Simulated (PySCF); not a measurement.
BrHOTe. Atoms are numbered in the order given.

```xyz
4

Te     0.0429    -0.6041     0.6616
Br     0.1184     1.3904    -0.8239
O     -0.6020    -1.9236    -0.6127
H     -1.5617    -1.8639    -0.6644
```
Charge 0, spin multiplicity 1.

Geometry optimised at PBE0-D3(BJ)/def2-TZVP. The def2 effective core potentials stand for the cores of Te; spin–orbit coupling is left out. The values are those of a single conformer.

The numbers are results of PBE0-D3(BJ)/def2-TZVP (PySCF), not measurements.

Frequencies are harmonic and unscaled.

Problem. Estimate the vibrational spectrum. (An estimate is asked for; the answer gives what the named calculation found.)

Solution. 
```csv
mode,ν (cm⁻¹),IR (km/mol),moving atoms (share of kinetic energy)
1,155,0.4,"O 69 %, Br 16 %, Te 9 %"
2,261,15.1,"Br 58 %, Te 41 %"
3,430,105.7,"H 90 %, O 9 %"
4,638,74.2,"O 87 %, Te 12 %"
5,1018,56.3,H 94 %
6,3848,115.2,H 94 %
```
